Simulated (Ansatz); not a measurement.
This geometry of BF2H + ClH (6 atoms, charge 0, multiplicity 1) is a first-order saddle point.

Computed with RKS PBE0/def2-SVP (Ansatz 0.2.0).

```xyz
6
Properties=species:S:1:pos:R:3
B 0.011 -0.191 0.103
H 0.009 0.189 1.370
F 1.153 0.119 -0.489
F -1.153 0.056 -0.476
Cl 0.070 -2.218 0.643
H 0.038 -0.880 1.408
```

Task: Which two structures does it join? (They come from a converged band through this point; their orientation in space is the band's.)

Result: Bonds broken: B1–H2, Cl5–H6. Bonds formed: B1–Cl5, H2–H6. BF2H + ClH becomes BClF2 + H2.

Image 0:

```xyz
6
Properties=species:S:1:pos:R:3
B -0.011 0.399 -0.115
H -0.017 0.737 1.039
F 1.118 0.287 -0.778
F -1.135 0.221 -0.772
Cl 0.077 -2.503 0.989
H 0.097 -2.064 2.198
```

Image 8:

```xyz
6
Properties=species:S:1:pos:R:3
B 0.015 -0.586 -0.556
H 0.020 0.295 2.332
F 1.124 0.102 -0.666
F -1.134 0.037 -0.648
Cl 0.067 -2.311 -0.306
H 0.037 -0.462 2.404
```

Task: How far does it lie above each of them?

Result: 21.4 kcal/mol above the first and 34.7 kcal/mol above the second. This is the barrier of this one path; another mechanism may lie lower. The orbitals stay closed-shell, which can raise the energy where a bond breaks towards radicals; this wasn't checked here.

The run took 2.4 min on 2 threads of AMD EPYC 7R43 64-Core Processor (Zen 3), with other jobs on the host, peak memory 0.14 GiB.
